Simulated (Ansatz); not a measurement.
The same redistribution along the group Al, Ga, In.

Calculated with Ansatz (gas phase, PBE0-D4/def2-TZVP geometries, no zero-point term in ΔE). CCSD(T)/CBS adds triple-zeta CCSD(T) − MP2 to the extrapolated MP2 energy (def2 sets, frozen cores). This one scheme is used for every species. Functionals use def2-TZVPP. B3LYP here is the variant with VWN-RPA as its local correlation; programs differ in this. Elements past krypton have def2 core potentials. For Br, Ga, In outer-core shells are correlated without core-valence functions, which leaves a few kJ/mol of doubt a bond. Scalar relativity is left out up to krypton. Each species was taken in one conformer, which may not be the lowest.

| reaction | CCSD(T)/CBS(def2) (kJ/mol) |
| --- | --- |
| `[OH][Al]([OH])[Cl]` + `[AlH2][Br]` → `[OH][Al]([Cl])[Br]` + `[OH][AlH2]` | 3 |
| `[OH][Ga]([OH])[Cl]` + `[GaH2][Br]` → `[OH][Ga]([Cl])[Br]` + `[OH][GaH2]` | ? |
| `[OH][In]([OH])[Cl]` + `[Br][InH2]` → `[OH][In]([Cl])[Br]` + `[OH][InH2]` | 2 |

Question: Fill in the missing values. (Estimate.)

Answer: The calculation gave: `[OH][Ga]([OH])[Cl]` + `[GaH2][Br]` → `[OH][Ga]([Cl])[Br]` + `[OH][GaH2]`: +3.5 kJ/mol.

Largest T1 diagnostic: 0.017, for `[OH][InH2]`.
